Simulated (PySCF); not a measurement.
# Ga(OH)₂ + F₂ → GaO₂ + 2 HF

Level: PBE0 in the def2-TZVP basis family, all electrons, no relativity, computed in PySCF with density fitting; open shells unrestricted.

| species | state and structure | E (Eh) | ZPE (kJ/mol) | H(298 K) − H(0) (kJ/mol) | S° (J/(mol K)) |
| --- | --- | --- | --- | --- | --- |
| Ga(OH)₂ | doublet, C2v, Ga–O 1.797 Å (×2), O–H 0.960 Å (×2); Ga–O–H 113.7° (×2), O–Ga–O 113.5° | -2076.18521 | 68.9 | 14.7 | 291.3 |
| F₂ | singlet, D∞h, F–F 1.376 Å | -199.40856 | 6.6 | 8.7 | 201.9 |
| GaO₂ | doublet, D∞h, Ga–O 1.686 Å (×2) | -2074.86037 | 9.9 | 12.5 | 255.3 |
| HF | singlet, C∞v, H–F 0.920 Å | -100.39188 | 24.9 | 8.7 | 173.6 |

Problem. What is the electronic reaction energy?

Solution. At PBE0/def2-TZVP, ΔE = -132.2 kJ/mol from the differences of the total energies times 2625.5, downhill. 

Problem. Add zero-point, thermal and entropy terms for 298.15 K and 1 bar.

Solution. ΔZPE = -15.8 and Δ[H(298) − H(0)] = 6.5 kJ/mol give ΔH° = -141.5 kJ/mol. ΔS° = 109.3 J/(mol K), so ΔG° = -141.5 − 298.15 × (0.1093) = -174 kJ/mol.

Each species is the lowest minimum found with this bonding; other isomers or fragments can lie lower.
